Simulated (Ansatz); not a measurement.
Spin states of CNiO (SMILES [O+]#[C-]->[Ni]), each relaxed at B3LYP-D3(BJ)/def2-TZVP; lowest solutions found, singlets restricted, no spin–orbit coupling, no relativity up to Kr.
Multiplicity 1 (charge 0, multiplicity 1):
```xyz
3

Ni    -0.9642    -0.7684    -0.8805
O      0.8298     0.7071     0.7325
C      0.1014     0.1087     0.0777
```
Multiplicity 3 (charge 0, multiplicity 3):
| atom | x (Å) | y (Å) | z (Å) |
|---|---|---|---|
| Ni | -0.9749 | -0.9123 | -0.9115 |
| O | 0.9133 | 0.5560 | 0.7729 |
| C | 0.0286 | 0.4036 | 0.0683 |

Codes used: Ansatz (Gaussian basis) for Hartree–Fock, density functionals and correlated methods. Each number belongs to the level named beside it.

The energy of multiplicity 3 less that of multiplicity 1 (kcal/mol) and the share of exact exchange:

```tsv
functional	exact exchange (%)	value
PBE/def2-TZVPP	0	36.03
PBE0/def2-TZVPP	25	17.49
BLYP/def2-TZVPP	0	33.80
B3LYP/def2-TZVPP	20	20.11
BHLYP/def2-TZVPP	50	-3.96
r2SCAN/def2-TZVPP	0	24.94
r2SCANh/def2-TZVPP	10	18.71
```

Question: Take the value as linear in the share of exact exchange along PBE and PBE0. Give the slope, say whether the sign turns, and set the other functionals against that line.

Answer: 
Slope: (17.49 − (36.03))/2.5 = -7.41 kcal/mol for each 10 %. The line crosses zero at 49 %, where the sign would turn. At 50 % it gives -1.0 kcal/mol. The LYP pair gives (-3.96 − (33.80))/5 = -7.55 for each 10 %. BHLYP, at 50 %, lies -2.9 from the PBE line. B3LYP, at 20 %, lies -1.1 from the PBE line. r2SCAN, with none, stands -11.1 from PBE. The r2SCAN pair gives -6.23 for 10 %.

Ansatz is a quantum-chemistry and plane-wave program.
